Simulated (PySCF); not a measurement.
Br₂ClGeH. Atoms are numbered in the order given.

```xyz
5

Ge     0.5158     0.3902     0.0000
Cl    -0.4096     2.3447     0.0000
Br    -0.1656    -0.7556    -1.8854
Br    -0.1656    -0.7556     1.8854
H      2.0514     0.5472     0.0000
```
Charge 0, spin multiplicity 1.

Coordinates come from a PBE-D3(BJ)/def2-SVP optimisation.

Calculation: PBE-D3(BJ)/def2-SVP in PySCF.

Frequencies are harmonic and unscaled.

Computed vibrational spectrum:
```
mode  ν (cm⁻¹)  IR (km/mol)  moving atoms (share of kinetic energy)
----  --------  -----------  --------------------------------------
1           91          0.7                Br 74 %, Ge 17 %, Cl 9 %
2          114          1.4                        Cl 62 %, Br 31 %
3          139          3.2               Ge 41 %, Cl 33 %, Br 26 %
4          282         13.0                        Br 55 %, Ge 40 %
5          323         58.8                        Ge 60 %, Br 39 %
6          421         62.5                        Cl 64 %, Ge 36 %
7          656         79.9                                  H 98 %
8          672         54.5                                  H 98 %
9         2107         49.6                                  H 99 %
```
